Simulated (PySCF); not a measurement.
An unknown shows these calculated signals:

1H NMR (600 MHz, computed): δ 7.54 (tq, J = 8.9, 1.0 Hz, 1H), 7.30 (dd, J = 8.6, 1.3 Hz, 1H), 7.19 (dd, J = 9.2, 2.6 Hz, 1H), 6.86 (dd, J = 2.6, 1.3 Hz, 1H), 4.10 (br s, 1H).

13C{1H} NMR (computed): δ 161.7 (C), 138.6 (C, q, J = 34.9 Hz), 136.6 (CH), 128.8 (C, q, J = 336.1 Hz), 122.8 (CH), 122.7 (CH, q, J = 3.1 Hz), 113.8 (CH, q, J = 4.3 Hz).

Computational details: σ from GIAO-PBE0/pcSseg-1, coordinates at the PBE0-D3(BJ)/def2-SVP level, couplings computed with B3LYP/pcJ-1 (spin–dipole term only in couplings to heteroatoms), in PySCF (no solvent, averaged over atoms made equivalent by symmetry, fast rotation or ring inversion, no relativistic terms, single conformer).

Scale: 1H, 13C against TMS (reference shieldings calculated alike).

Question: Which of these does the molecule contain: a ketone, a benzene ring, a vinyl group CH=CH2, an OH group, a Si–CH3 group, a CF3 group?

Answer: 
- A ketone: no.
- A benzene ring: yes.
- A vinyl group CH=CH2: no.
- An OH group: yes (δH 4.10 (br s)).
- A Si–CH3 group: no.
- A CF3 group: yes (δC 128.8).

The data belong to 3-(trifluoromethyl)phenol, C7H5F3O; they needn't prove each group on their own.

Carbon signals by region: 1 in the far downfield region (above 160 ppm), 6 in the sp2 and nitrile region (100–160 ppm). Above 160 ppm: 161.7, aromatic carbon bearing oxygen.

OH/NH shifts are gas-phase values; hydrogen bonding in solution moves them, usually downfield. C–F couplings over four or more bonds (about 3 Hz to the para carbon of a fluoroarene) are left out. Common functionals overestimate the size of one-bond C–F couplings by tens of Hz; these are unscaled. Multiplet labels drop couplings under 1 Hz and merge nearly equal ones. Unscaled 3J(H,H) at this level run about 10 % above measured values. Shifts are as computed. Against solution values, carbons near 30 ppm lie about +2 ppm off and those near 130 ppm about +5 ppm (rms about the fit 1.9 ppm; single classes can miss by 10 ppm). Of 1328 compounds with measured shifts, 309 miss one by over three times the rms of a fit or turn the order of signals round; such compounds aren't used in these exercises. Signals without a measured value on file couldn't be tested in this way; 1H shifts scatter by 0.2 ppm about their fit, and single ones miss by 0.5 ppm.
